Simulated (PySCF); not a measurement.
ethynyl anion (C2H), SMILES [C-]#C, charge -1.

The structure is a stationary point at PBE-D3(BJ)/def2-TZVPD.

These are CAM-B3LYP/def2-TZVPD run with PySCF values and carry that method's errors.

Gas-phase values at a fixed geometry.

```json
{
 "total_energy": "-76.70119 hartree",
 "point_group": "C∞v",
 "highest_occupied_level": "-2.17 eV",
 "lowest_empty_level": "5.30 eV",
 "orbital_gap": "7.47 eV",
 "dipole_moment_about_the_centre_of_nuclear_charge": "3.46 D",
 "mean_static_polarisability": "38.5 bohr³ (5.71 Å³)",
 "polarisability_principal_values": "32.7, 32.7, 50.1 bohr³"
}
```
